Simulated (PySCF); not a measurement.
**How good is the calculation?**

Numbering as in the mapped SMILES `[Cl:1][c:2]1[cH:3][cH:4][n:5][cH:6][cH:7]1` (H(Xn): hydrogen on atom n).

- geometry from GFN2-xTB
- σ from GIAO-PBE0/pcSseg-1
- program: PySCF
- one computed conformer, one averaged value for each set of equivalent atoms, non-relativistic Hamiltonian, isolated molecule

Reference values: estimated from measurements, as parent shift plus tabulated substituent increment (solution, not stated per compound (mostly CDCl3 or CCl4); Pretsch, Buehlmann, Badertscher, Structure Determination of Organic Compounds, 4th ed. (2009)).
```tsv
atoms	quantity	reference	computed	computed, scaled
H(C4)/H(C6)	δ ¹H	8.59	8.88	8.47
H(C3)/H(C7)	δ ¹H	7.30	7.39	7.06
```

Computed shifts are σ(ref) − σ with the named reference compound (TMS for H and C) calculated as an isolated molecule at the same level. The measured values may be among those fitted. Expected solution values come from regression of measured δ (H and C: mostly CDCl3, vs TMS) on computed σ: ¹H (scatter 0.17 ppm rms, 0.18 ppm with the 4 outliers that the fit left out). A few per cent of atoms miss by over 2 rms, more outside the fitted compound classes.

Question: How far are the unscaled ¹H shifts from the references?

Answer: Mean signed difference +0.19 ppm, mean absolute 0.19 ppm over 2 comparisons; the largest is +0.29 ppm at H(C4)/H(C6) (hydrogen on an aromatic CH next to a ring nitrogen).
